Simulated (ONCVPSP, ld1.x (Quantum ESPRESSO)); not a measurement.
## Potentials for beryllium (Be) compared

Generated with ld1.x 7.5 (TM, RRKJ, ultrasoft, PAW), atompaw 4.2 or ONCVPSP 4.0.1. The cutoff is in Ry: for ld1.x and atompaw files where the sum of valence levels is converged to 10 mRy in a Bessel basis, for ONCV files where the hardest occupied wave has 1 mHa per electron of residual kinetic energy. The error is the largest all-electron minus pseudo excitation energy over each file’s own four to seven test configurations (ionisations up to +4, promotions, holes and added fractions of an electron), all of which were solved. The labels leave out finer settings (local radius, basis sizes, second energies), which also bear on the numbers. Spin-polarised tests are not counted. The rows are a selection from randomly drawn settings: files with unsolved tests, undetermined cutoffs or missed reference levels are left out.

```tsv
potential	cutoff (Ry)	largest error (meV)	bound ghosts
TM, revPBE, scalar-relativistic, rc 1.65/4.20/4.25 (spd), local s, core correction yes, reference 2s2 2p0	10	-193	none
ONCV, LDA (Perdew-Wang 92), scalar-relativistic, rc 0.90/4.00 (sp), local smoothed, core correction no, reference 1s2 2s1 2p1, qcut 12.3/3, projectors 2/2	124	+196	none
ONCV, PBE, scalar-relativistic, rc 0.70/0.60/0.65 (spd), local smoothed, core correction no, reference 1s2 2s2, qcut 17.9/13.1/14.7, projectors 2/2/3	221	+2.9	none
ONCV, PBE, scalar-relativistic, rc 1.60/1.65/1.60 (spd), local smoothed, core correction yes, reference 2s1, qcut 3.4/4.9/5.6, projectors 2/2/2	14	+28	none
```

Task: Fill in the row for Be: ONCV, PBE, scalar-relativistic, rc 0.80/0.70 (sp), local p, core correction no, reference 1s2 2s2, qcut 11.9/12.4, projectors 2/0.

Result: cutoff 125 Ry, largest error +5.4 meV, bound ghosts: none.

Task: Fill in the row for Be: ONCV, PBE, scalar-relativistic, rc 0.95/4.00/3.55 (spd), local smoothed, core correction no, reference 1s2 2s1.5 2p0.5, qcut 9.5/3.7/2.6, projectors 2/2/3.

Result: cutoff 150 Ry, largest error +85 meV, bound ghosts: none.
